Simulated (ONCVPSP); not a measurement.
# Transferability test, ONCV potential for Mg

ONCVPSP 4.0.1 input, shortened (lines: element, Z, core and valence counts, functional; n l f; lmax; l rc ep ncon nbas qcut; lloc lpopt rc5 dvloc0; l nproj debl; icmod fcfact rcfact), PBE, scalar-relativistic:

```
  Mg 12.00    1    3        4      upf
    1    0    2.00
    2    0    2.00
    2    1    6.00
    3    0    2.00
    2
    0    1.05    0.00    4    8   15.00
    1    1.10    0.00    4    7   15.80
    2    0.95    0.29    4    7    9.00
    4    5    0.90    0.00
    0    2    1.70
    1    1    3.00
    2    2    3.80
    0    0.00    0.00
```

Energies are relative to the spin-unpolarised reference configuration 2s2 2p6 3s2; without spin polarisation the order of configurations can differ from experiment.

Problem. Give the all-electron excitation energy and the error of the potential for: 2s2 2p6 3s1; 2s2 2p6 3s0; 2s2 2p6 3s1.5; 2s1 2p6 3s2.

Solution.

```
valence configuration  charge  ΔE all-electron (eV)  error AE − PS (meV)
          2s2 2p6 3s1      +1                 7.960                 -0.2
          2s2 2p6 3s0      +2                22.985                 -0.9
        2s2 2p6 3s1.5    +0.5                 3.144                  0.0
          2s1 2p6 3s2      +1                91.470                 -183
```

Levels in the configuration 2s2 2p6 3s1:

```
level  all-electron (eV)  pseudo (eV)
   2s            -88.915      -88.923
   2p            -55.676      -55.681
   3s            -11.378      -11.378
```
